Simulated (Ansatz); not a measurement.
This Ansatz (a quantum-chemistry and plane-wave program) input (r2SCAN/cc-pV(Q+d)Z) gives -0.50009 Eh with 30 basis functions. A basis named .json is the Basis Set Exchange file of that set (core-valence sets with the plain set on hydrogen).

Ansatz 0.2 input:
```yaml
crystal:
  periodic: [false, false, false]
  atoms:
    - {symbol: H, position_ang: [0.00000000, 0.00000000, 0.00000000]}
basis:
  gaussian:
    orbitals: cc-pV_Q+d_Z.json
hamiltonian:
  xc: {name: r2SCAN}
magnetization: {spin_polarized: true, initial_magnetization: 1}
scf: {lower_state_search: full}
```

Change:
```diff
- orbitals: cc-pV_Q+d_Z.json
+ orbitals: def2-QZVPPD.json
```

**Question.** What does the run give now?

**Answer.** -0.50014 Eh (r2SCAN/def2-QZVPPD, 33 functions), a change of -0.05 mEh.
